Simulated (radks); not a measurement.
Results of a calculation; reference values are marked as such.
All-electron atom: the gold ion Au10+ in [Xe] 4f14 5d1. Code: a radial shooting solver on a logarithmic mesh with Libxc functionals. Model: scalar-relativistic Kohn-Sham, PBE, spin-polarised, spherical densities, finite nucleus; open shells are filled with parallel spins first (spin-orbit coupling, left out, can overturn this in heavy ions); Fermi nuclear charge, rms radius 5.4371 fm. Some entries of the table are withheld. Estimate them.

| orbital | occ. | eigenvalue (hartree) | <r> (bohr) |
|---|---|---|---|
| 1s down | 1 | -2973.676 | 0.01687 |
| 1s up | 1 | -2973.676 | 0.01687 |
| 2s up | 1 | -530.0688 | 0.07113 |
| 2s down | 1 | -530.0641 | 0.07113 |
| 2p up | 3 | -459.2828 | 0.06424 |
| 2p down | 3 | -459.2790 | 0.06424 |
| 3s up | 1 | -130.0022 | 0.1838 |
| 3s down | 1 | -130.0005 | 0.1838 |
| 3p up | 3 | -109.4579 | 0.1851 |
| 3p down | 3 | -109.4560 | 0.1851 |
| 3d up | 5 | -87.48402 | 0.1676 |
| 3d down | 5 | -87.48061 | 0.1676 |
| 4s up | 1 | -33.18887 | 0.4068 |
| 4s down | 1 | -33.18439 | 0.4068 |
| 4p up | 3 | -26.44385 | 0.4331 |
| 4p down | 3 | -26.43960 | 0.4331 |
| 4d up | 5 | -18.33490 | 0.4573 |
| 4d down | 5 | -18.32977 | 0.4572 |
| 5s up | 1 | -10.08749 | 0.8938 |
| 5s down | 1 | -10.05180 | 0.8923 |
| 4f up | 7 | -9.31788 | 0.4917 |
| 4f down | 7 | -9.31038 | 0.4911 |
| 5p up | 3 | -8.15639 | 0.9959 |
| 5p down | 3 | -8.11373 | 0.9946 |
| 5d up | 1 | (1) | (2) |
| 5d down | 0 | (3) | (4) |
| 6s up | 0 | (5) | 1.738 |
| 6s down | 0 | (6) | 1.738 |
| 6p up | 0 | -3.94711 | 1.930 |
| 6p down | 0 | -3.91349 | 1.930 |

Answer. 
(1) 5d up eigenvalue (hartree): -5.80059
(2) 5d up <r> (bohr): 1.180
(3) 5d down eigenvalue (hartree): -5.75339
(4) 5d down <r> (bohr): 1.180
(5) 6s up eigenvalue (hartree): -4.62065
(6) 6s down eigenvalue (hartree): -4.58630
